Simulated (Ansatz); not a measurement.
Scan of H2B (cation, charge +1), singlet: symmetric bend, bond length relaxed. Scanned: H-B-H angle. Other coordinates (B-H bond length) were minimised at B3LYP/def2-TZVP.

Methods: RKS-PBE/aug-cc-pVTZ = Ansatz (a quantum-chemistry and plane-wave program) with restricted PBE/aug-cc-pVTZ; RKS-CAM-B3LYP/aug-cc-pVTZ = Ansatz with restricted CAM-B3LYP/aug-cc-pVTZ; FCI/aug-cc-pVTZ = full CI/aug-cc-pVTZ, frozen core run with Ansatz.

Energies relative to the lowest point of each profile, in kJ/mol; the last columns give the error against full CI:

| a / ° | RKS-PBE/aug-cc-pVTZ | RKS-CAM-B3LYP/aug-cc-pVTZ | FCI/aug-cc-pVTZ | RKS-PBE/aug-cc-pVTZ − FCI/aug-cc-pVTZ | RKS-CAM-B3LYP/aug-cc-pVTZ − FCI/aug-cc-pVTZ |
|---|---|---|---|---|---|
| 180 | 0.0 | 0.0 | 0.0 | 0.0 | 0.0 |
| 167.93 | 4.5 | 4.7 | 4.6 | -0.1 | 0.1 |
| 160.56 | 11.7 | 12.1 | 11.9 | -0.2 | 0.2 |
| 151.92 | 24.5 | 25.4 | 25.1 | -0.6 | 0.3 |
| 138.28 | 54.7 | 56.8 | 56.2 | -1.5 | 0.6 |
| 128.50 | 84.2 | 87.5 | 86.7 | -2.5 | 0.8 |
| 121.25 | 110.7 | 115.1 | 114.0 | -3.3 | 1.0 |
| 109.71 | 161.4 | 167.9 | 166.5 | -5.1 | 1.4 |
| 99.75 | 214.4 | 223.3 | 221.4 | -7.0 | 1.8 |
| 88.63 | 284.9 | 297.0 | 294.5 | -9.6 | 2.5 |
| 79.07 | 355.9 | 371.4 | 368.0 | -12.1 | 3.4 |
| 68.18 | 449.5 | 469.5 | 463.3 | -13.9 | 6.2 |

RKS-PBE/aug-cc-pVTZ is furthest from FCI/aug-cc-pVTZ at 68.18 (-13.9 kJ/mol, below); its mean absolute error over the points is 4.7 kJ/mol.

RKS-CAM-B3LYP/aug-cc-pVTZ is furthest from FCI/aug-cc-pVTZ at 68.18 (6.2 kJ/mol, above); its mean absolute error over the points is 1.5 kJ/mol.

The scan ran from 180.0 to 60.0; beyond the range shown the relaxed coordinates jump or full CI changes its symmetry label.
